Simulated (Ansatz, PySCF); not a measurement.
CI2, SMILES I[C]I (connectivity only; charge and spin as stated), neutral, multiplicity 1. Atoms are numbered in the order given.

```xyz
3

C      0.0000     0.0000    -1.0873
I      0.0000     1.7512     0.0838
I      0.0000    -1.7512     0.0838
```
Charge 0, spin multiplicity 1.

Geometry: B3LYP-D3(BJ)/def2-TZVP. The def2 effective core potentials stand for the cores of I; spin–orbit coupling is left out.

Two levels are set side by side: PBE-D3(BJ)/def2-TZVP (Ansatz, a program for electronic structure) and B3LYP-D3(BJ)/def2-TZVP (Ansatz). Each level has its own optimised geometry; the coordinates shown are those of the second. Frequencies come from the Hessian of PySCF at each geometry. Differences are taken from unrounded values.

```json
[
 {"quantity": "mean bond length (Å)", "B3LYP-D3(BJ)": "2.107", "PBE-D3(BJ)": "2.114", "PBE-D3(BJ) minus B3LYP-D3(BJ)": "0.008"},
 {"quantity": "bond C1–I2 (Å)", "B3LYP-D3(BJ)": "2.107", "PBE-D3(BJ)": "2.114", "PBE-D3(BJ) minus B3LYP-D3(BJ)": "0.008"},
 {"quantity": "bond C1–I3 (Å)", "B3LYP-D3(BJ)": "2.107", "PBE-D3(BJ)": "2.114", "PBE-D3(BJ) minus B3LYP-D3(BJ)": "0.008"},
 {"quantity": "highest harmonic wavenumber (cm⁻¹)", "B3LYP-D3(BJ)": "579", "PBE-D3(BJ)": "570", "PBE-D3(BJ) minus B3LYP-D3(BJ)": "-9"},
 {"quantity": "mean harmonic wavenumber (cm⁻¹)", "B3LYP-D3(BJ)": "402", "PBE-D3(BJ)": "397", "PBE-D3(BJ) minus B3LYP-D3(BJ)": "-6"},
 {"quantity": "zero-point energy (kcal/mol)", "B3LYP-D3(BJ)": "1.73", "PBE-D3(BJ)": "1.70", "PBE-D3(BJ) minus B3LYP-D3(BJ)": "-0.02"}
]
```

GGA bonds tend to be longer and softer than those of functionals with exact exchange. Differences between two approximate levels are no errors against the true value.
